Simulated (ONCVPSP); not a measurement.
Before and after: ONCV potential for La

- Element: La (Z = 57)
- Generator: ONCVPSP 4.0.1
- Type: optimised norm-conserving Vanderbilt (ONCV)
- Functional: PBE
- Relativity: scalar-relativistic
- Frozen core: [Kr] 4d10
- Valence charge: 11
- Reference configuration: 5s2 5p6 5d1 6s2
- Partial waves: 5s+6s: rc 2.50 bohr, ncon 3, nbas 7, qcut 6.3 1/bohr, 2 projectors; 5p: rc 2.45 bohr, ncon 3, nbas 6, qcut 6.2 1/bohr, 2 projectors, debl 1.2 Ha; 5d: rc 3.85 bohr, ncon 4, nbas 9, qcut 4 1/bohr, 2 projectors, debl 3.8 Ha; f scattering state at 0.07 Ha: rc 3.00 bohr, ncon 4, nbas 8, qcut 4.1 1/bohr, 1 projector
- Local potential: polynomial inside 1.55 bohr (lpopt 5, dvloc0 6 Ha)
- Core correction: polynomial model core, fcfact 0.6

In the f channel the program set the typed energies aside and used -0.160 Ha.

Change: p: qcut 4.

Cutoffs: the cutoffs (Ha) at which the residual kinetic energy of the hardest occupied pseudo-wave falls to 1 and 0.1 mHa per electron; they do not see the model core or the augmentation charge, which bear on the density cutoff. Errors are all-electron minus pseudo energies relative to the spin-unpolarised reference configuration.

Problem. How do hardness, ghosts and transferability respond?

Solution. The potential gets neither clearly harder nor softer (12 Ha and 14 Ha → 12 Ha and 14 Ha); the s channel sets the loose cutoff, while the largest relative change is in p, which becomes softer; of the 4 tests that both files solve, the error grows in 1 and shrinks in 0 by more than 15 % and 0.3 meV (median size 29.6 → 30.7 meV); neither file shows a bound ghost.

| quantity | base | changed |
| --- | --- | --- |
| cutoff, loose | 12 Ha | 12 Ha |
| cutoff, tight | 14 Ha | 14 Ha |
| loose cutoff by channel | s 12 Ha, p 11 Ha, d 5.0 Ha | s 12 Ha, p 4.8 Ha, d 5.0 Ha |
| bound ghosts | none | none |
| GHOST(+) flags under 300 eV | none | none |
| error for 5s2 5p6 5d1 6s1, meV [ΔE 5.97 eV] | -6.7 | -6.6 |
| error for 5s2 5p6 5d1 6s0, meV [ΔE 16.85 eV] | -36 | -36 |
| error for 5s2 5p6 5d0 6s0, meV [ΔE 35.80 eV] | +23 | +26 |
| error for 5s2 5p5 5d1 6s2, meV [ΔE 26.97 eV] | -88 | -118 |
| s: phases at 2.54 bohr within 0.05 rad from the reference energy up to (Ha; the scan ends near 5) | 4.0 | 4.0 |
| p: phases at 2.49 bohr within 0.05 rad from the reference energy up to (Ha; the scan ends near 5) | 5.0 | 4.4 |
| d: phases at 3.90 bohr within 0.05 rad from the reference energy up to (Ha; the scan ends near 5) | 0.1 | 0.1 |
| f: phases at 3.05 bohr within 0.05 rad from the reference energy up to (Ha; the scan ends near 5) | -0.0 | -0.0 |
| rms error of d²Exc/dni dnj with the model core, mHa | 0.39 | 0.50 |
